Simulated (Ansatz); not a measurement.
**A ladder of methods for SnH3Cl (SMILES [Cl][SnH3])**

SnH3Cl has 5 atoms, charge 0, and is taken as a singlet. As SMILES, `[Cl][SnH3]`. The coordinates come from a PBE0-D4/def2-TZVP relaxation.

```tsv
atom	x (Å)	y (Å)	z (Å)
Cl	-1.8394	0.3324	1.0299
Sn	0.1689	-0.0445	-0.0975
H	-0.1205	0.3629	-1.7224
H	0.5227	-1.6942	0.1111
H	1.3182	0.9699	0.6374
```

Each level gives the energy change with the Sn2–H4 bond stretched from 1.700 to 2.125 Å (eV). The values are calculated.

| level | kind | program | value (eV) | less FCI/STO-3G | CPU time (all runs) |
| --- | --- | --- | --- | --- | --- |
| HF/STO-3G (restricted) | Hartree–Fock | Ansatz | 1.54 | +0.39 | 1.3 s |
| SVWN5/STO-3G (restricted) | LDA | Ansatz | 1.24 | +0.09 | 3.2 s |
| PBE/STO-3G (restricted) | GGA | Ansatz | 1.15 | 0.00 | 4.7 s |
| r2SCAN/STO-3G (restricted) | meta-GGA | Ansatz | 1.25 | +0.10 | 11 s |
| B3LYP/STO-3G (restricted) | global hybrid | Ansatz | 1.26 | +0.11 | 5 s |
| BHLYP/STO-3G (restricted) | global hybrid | Ansatz | 1.40 | +0.25 | 5 s |
| wB97M-V/STO-3G (restricted) | range-separated hybrid | Ansatz | 1.34 | +0.19 | 58 s |
| RPA@PBE/STO-3G (restricted) | RPA | Ansatz | 1.11 | -0.04 | 6.6 s |
| CCSDTQ/STO-3G (restricted) | coupled cluster or CI | Ansatz | 1.15 | 0.00 | 36 s |
| FCI/STO-3G | exact in the basis | Ansatz | 1.15 | 0.00 | 24 s |

FCI/STO-3G is exact within its basis and frozen core, so for wave-function methods in that basis the difference is their error; functionals converge differently with the basis, so for them it is only a difference. All-electron rows without a relativistic Hamiltonian named are non-relativistic. The first shape isn't each level's own minimum. The values span 1.11 to 1.54 eV. All rows use very small basis sets, so none should be taken for the real molecule's value. In the correlated wave-function rows the outer d shell of Sn is correlated, in sets not made for it. Times are those of the runs behind each value, whatever else they computed, on shared processors of several kinds: orders of magnitude only.
